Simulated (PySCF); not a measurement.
Two-component Hartree-Fock for S⁺ (sulfur, charge +1)

Start: [Ne] 3s2 3p3; 3p1/2 filled at m_j = -1/2, +1/2; 3p3/2 filled at m_j = +3/2. Calculated with PySCF 2.14 in x2c-TZVPall-2c (5s6p2d1f, 40 functions): generalised Hartree-Fock with the X2C-1e Hamiltonian and a Gaussian nucleus; one run each with spin-orbit coupling (SO) switched off, then screened by Boettger's factors.

```json
{"spinor shell": "1s1/2", "electrons": "2", "ε, spin-free (eV)": "-2523.0", "ε, screened SO (eV)": "-2523.0", "weight of nominal j (screened SO)": "1.000", "rms radius, screened SO (bohr)": "0.112"}
{"spinor shell": "2s1/2", "electrons": "2", "ε, spin-free (eV)": "-257.87", "ε, screened SO (eV)": "-257.87", "weight of nominal j (screened SO)": "1.000", "rms radius, screened SO (bohr)": "0.516"}
{"spinor shell": "2p1/2", "electrons": "2", "ε, spin-free (eV)": "-193.28", "ε, screened SO (eV)": "-194.55", "weight of nominal j (screened SO)": "0.811", "rms radius, screened SO (bohr)": "0.489"}
{"spinor shell": "3s1/2", "electrons": "2", "ε, spin-free (eV)": "-33.888", "ε, screened SO (eV)": "-33.888", "weight of nominal j (screened SO)": "1.000", "rms radius, screened SO (bohr)": "1.78"}
{"spinor shell": "3p1/2", "electrons": "2", "ε, spin-free (eV)": "-23.455", "ε, screened SO (eV)": "-23.475", "weight of nominal j (screened SO)": "0.511", "rms radius, screened SO (bohr)": "2.04"}
{"spinor shell": "3p3/2", "electrons": "1", "ε, spin-free (eV)": "-23.455", "ε, screened SO (eV)": "-23.415", "weight of nominal j (screened SO)": "1.000", "rms radius, screened SO (bohr)": "2.04"}
```

(1) Where does 2p3/2 lie, and what is the 2p spin-orbit splitting (screened SO)?

| quantity | spin-free | screened SO |
| --- | --- | --- |
| E (hartree) | -398.24547 | -398.24617 |
| M_J | 3/2 | 3/2 |
| ⟨J²⟩ | 3.751 | 3.751 |
| ⟨L²⟩ | 0.000 | 0.001 |
| ⟨S²⟩ | 3.751 | 3.750 |

Each row is a mean over spinors that exchange with the open shell spreads, by up to 9.373 eV (3s1/2).

Rows whose weight is well below 1 are mixtures of j = l ± 1/2: exchange outweighs spin-orbit coupling there, and the label is only the starting occupation.

Without spin-orbit coupling the j labels of p, d and f shells carry no meaning; the spin-free column gives the mean over the occupied spinors of each nl shell.

## Answers

(1) At -192.65 eV, 1.901 eV above 2p1/2.
